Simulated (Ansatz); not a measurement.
C11H14O2, SMILES `CC(C)(C)c1ccccc1C(=O)O`, 27 atoms. Charge 0, multiplicity 1. Hardware: A = 4 threads of an AMD EPYC 7R13 on a shared host and a share of an NVIDIA H100 80 GB; B = 4 threads of an AMD EPYC 7R13 on a shared host. Correlated methods freeze the cores.

Give the basis size and wall time and peak host memory of each of these runs in Ansatz. RKS ωB97M-V/def2-SVP energy [B]; RKS PBE0-D4/def2-SVP energy [B]; RKS PBE0-D4/def2-QZVPP energy [A]; RHF-CCSD(T)/def2-SVP energy [A]; RHF-CCSD(T)/def2-TZVPP energy [A]; RKS ωB97M-V/def2-QZVPP energy [A]; RKS revPBE-D4/def2-TZVPP energy [A]; RHF-MP2/def2-QZVPP energy [A]; RKS PBE0-D4/def2-TZVP relaxation (12 steps) [A]; RKS r2SCANh-D4/def2-TZVPP energy [A]; direct RPA on PBE orbitals/def2-TZVPP energy [A]; RKS CAM-B3LYP-D4/def2-TZVPP energy [A]. (Best estimate.)

Computed: Other jobs shared the machine, so times are rough.

```json
{"level": "RKS r2SCANh-D4/def2-TZVPP", "job": "energy [A]", "functions": "599", "wall time": "3.1 s", "peak host memory (GiB)": "1.9"}
{"level": "RKS revPBE-D4/def2-TZVPP", "job": "energy [A]", "functions": "599", "wall time": "3.5 s", "peak host memory (GiB)": "1.2"}
{"level": "RKS CAM-B3LYP-D4/def2-TZVPP", "job": "energy [A]", "functions": "599", "wall time": "4.3 s", "peak host memory (GiB)": "1.9"}
{"level": "direct RPA on PBE orbitals/def2-TZVPP", "job": "energy [A]", "functions": "599", "wall time": "5 s", "peak host memory (GiB)": "4"}
{"level": "RKS PBE0-D4/def2-QZVPP", "job": "energy [A]", "functions": "1161", "wall time": "5.5 s", "peak host memory (GiB)": "1.9"}
{"level": "RHF-CCSD(T)/def2-SVP", "job": "energy [A]", "functions": "252", "wall time": "6.5 s", "peak host memory (GiB)": "1.9"}
{"level": "RKS PBE0-D4/def2-SVP", "job": "energy [B]", "functions": "252", "wall time": "6.5 s", "peak host memory (GiB)": "1.9"}
{"level": "RKS ωB97M-V/def2-QZVPP", "job": "energy [A]", "functions": "1161", "wall time": "9.5 s", "peak host memory (GiB)": "2"}
{"level": "RKS ωB97M-V/def2-SVP", "job": "energy [B]", "functions": "252", "wall time": "16 s", "peak host memory (GiB)": "1.9"}
{"level": "RHF-MP2/def2-QZVPP", "job": "energy [A]", "functions": "1161", "wall time": "21 s", "peak host memory (GiB)": "19"}
{"level": "RKS PBE0-D4/def2-TZVP", "job": "relaxation (12 steps) [A]", "functions": "487", "wall time": "34 s", "peak host memory (GiB)": "1.3"}
{"level": "RHF-CCSD(T)/def2-TZVPP", "job": "energy [A]", "functions": "599", "wall time": "5.7 min", "peak host memory (GiB)": "3.9"}
```
